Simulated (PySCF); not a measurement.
**Simulated absorption spectrum**

C₄H₁₀O₂Si.
InChI=1S/C4H10O2Si/c1-3-4(5)7-6-2/h3,7H2,1-2H3

Level of theory: PySCF, TDDFT CAM-B3LYP/def2-SVPD, vertical, gas phase, core orbitals frozen in the response. Isolated species at its GFN2-xTB geometry (one conformer only). Torsions of this conformer, `[CH3:1][CH2:2][C:3](=[O:4])[SiH2:5][O:6][CH3:7]`: C1–C2–C3–O4 1°, C2–C3–Si5–O6 -160°, C3–Si5–O6–C7 -48°.

Broadening: Gaussians 0.4 eV wide at half height, area fixed by f = 4.319×10⁻⁹ ∫ε dν̃. The width is an assumption, not a result. The curve ends short of the highest state used, and states not computed would add to its high-energy end.

```json
{"λ (nm)": "177.4", "ε (L mol⁻¹ cm⁻¹)": "507"}
{"λ (nm)": "183.1", "ε (L mol⁻¹ cm⁻¹)": "614"}
{"λ (nm)": "188.9", "ε (L mol⁻¹ cm⁻¹)": "207"}
{"λ (nm)": "194.6", "ε (L mol⁻¹ cm⁻¹)": "46"}
{"λ (nm)": "200.3", "ε (L mol⁻¹ cm⁻¹)": "67"}
{"λ (nm)": "206.1", "ε (L mol⁻¹ cm⁻¹)": "159"}
{"λ (nm)": "211.8", "ε (L mol⁻¹ cm⁻¹)": "149"}
{"λ (nm)": "217.6", "ε (L mol⁻¹ cm⁻¹)": "60"}
{"λ (nm)": "223.3", "ε (L mol⁻¹ cm⁻¹)": "12"}
{"λ (nm)": "229.0", "ε (L mol⁻¹ cm⁻¹)": "1"}
{"λ (nm)": "234.8", "ε (L mol⁻¹ cm⁻¹)": "0"}
{"λ (nm)": "240.5", "ε (L mol⁻¹ cm⁻¹)": "0"}
{"λ (nm)": "246.3", "ε (L mol⁻¹ cm⁻¹)": "0"}
{"λ (nm)": "252.0", "ε (L mol⁻¹ cm⁻¹)": "0"}
{"λ (nm)": "257.7", "ε (L mol⁻¹ cm⁻¹)": "0"}
{"λ (nm)": "263.5", "ε (L mol⁻¹ cm⁻¹)": "0"}
{"λ (nm)": "269.2", "ε (L mol⁻¹ cm⁻¹)": "0"}
{"λ (nm)": "275.0", "ε (L mol⁻¹ cm⁻¹)": "0"}
{"λ (nm)": "280.7", "ε (L mol⁻¹ cm⁻¹)": "0"}
{"λ (nm)": "286.4", "ε (L mol⁻¹ cm⁻¹)": "0"}
{"λ (nm)": "292.2", "ε (L mol⁻¹ cm⁻¹)": "0"}
{"λ (nm)": "297.9", "ε (L mol⁻¹ cm⁻¹)": "0"}
{"λ (nm)": "303.7", "ε (L mol⁻¹ cm⁻¹)": "0"}
{"λ (nm)": "309.4", "ε (L mol⁻¹ cm⁻¹)": "1"}
{"λ (nm)": "315.1", "ε (L mol⁻¹ cm⁻¹)": "4"}
{"λ (nm)": "320.9", "ε (L mol⁻¹ cm⁻¹)": "11"}
{"λ (nm)": "326.6", "ε (L mol⁻¹ cm⁻¹)": "23"}
{"λ (nm)": "332.4", "ε (L mol⁻¹ cm⁻¹)": "40"}
{"λ (nm)": "338.1", "ε (L mol⁻¹ cm⁻¹)": "59"}
{"λ (nm)": "343.8", "ε (L mol⁻¹ cm⁻¹)": "75"}
{"λ (nm)": "349.6", "ε (L mol⁻¹ cm⁻¹)": "83"}
{"λ (nm)": "355.3", "ε (L mol⁻¹ cm⁻¹)": "83"}
{"λ (nm)": "361.1", "ε (L mol⁻¹ cm⁻¹)": "73"}
{"λ (nm)": "366.8", "ε (L mol⁻¹ cm⁻¹)": "59"}
{"λ (nm)": "372.5", "ε (L mol⁻¹ cm⁻¹)": "44"}
{"λ (nm)": "378.3", "ε (L mol⁻¹ cm⁻¹)": "30"}
{"λ (nm)": "384.0", "ε (L mol⁻¹ cm⁻¹)": "19"}
{"λ (nm)": "389.8", "ε (L mol⁻¹ cm⁻¹)": "11"}
{"λ (nm)": "395.5", "ε (L mol⁻¹ cm⁻¹)": "6"}
{"λ (nm)": "401.2", "ε (L mol⁻¹ cm⁻¹)": "3"}
{"λ (nm)": "407.0", "ε (L mol⁻¹ cm⁻¹)": "2"}
{"λ (nm)": "412.7", "ε (L mol⁻¹ cm⁻¹)": "1"}
{"λ (nm)": "418.5", "ε (L mol⁻¹ cm⁻¹)": "0"}
{"λ (nm)": "424.2", "ε (L mol⁻¹ cm⁻¹)": "0"}
```

Problem. Locate the maxima and give the states behind the curve.

Solution. 352 nm (3.52 eV), ε about 84, made up of S1 (100%); 209 nm (5.95 eV), ε about 170, made up of S2 (100%); 181 nm (6.84 eV), ε about 660, made up of S4 (99%) (ε in L mol⁻¹ cm⁻¹; maxima over ε = 5, shares over 10%). The states used: S1 3.52 eV (f 0.0013); S2 5.95 eV (f 0.0026); S3 6.52 eV (f 0.0005); S4 6.84 eV (f 0.0097); S5 7.38 eV (f 0.0011); S6 7.42 eV (f 0.0083); S7 7.49 eV (f 0.029); S8 7.59 eV (f 0.071).

Problem. Does any computed singlet lie in the visible range?

Solution. No computed singlet lies in the visible range (380 to 750 nm); the lowest, at 352 nm, stands 0.26 eV above its violet end (3.26 eV); a Tamm–Dancoff triplet lies at 430 nm, without intensity as long as spin–orbit coupling is left out.

Problem. What would ε be at 6.84 eV, the highest of these maxima, with half the width (0.2 eV)?

Solution. About 1310 L mol⁻¹ cm⁻¹ against 663, a factor of about 1.97; a lone state at its own centre would give exactly 2.

Problem. On this curve, what absorbance would a 10⁻⁴ mol/L sample give at 222 nm over a 1 cm path?

Solution. 222 nm is 5.585 eV, where ε is about 18 L mol⁻¹ cm⁻¹, so A = ε c l ≈ 0.0018 (Beer–Lambert, with the gas-phase spectrum and the assumed width).

Time: 1.9 min wall (with the writing of density and orbital grids); peak memory 1.1 GiB. Hardware: an Arm Neoverse N1 with one thread (shared host).
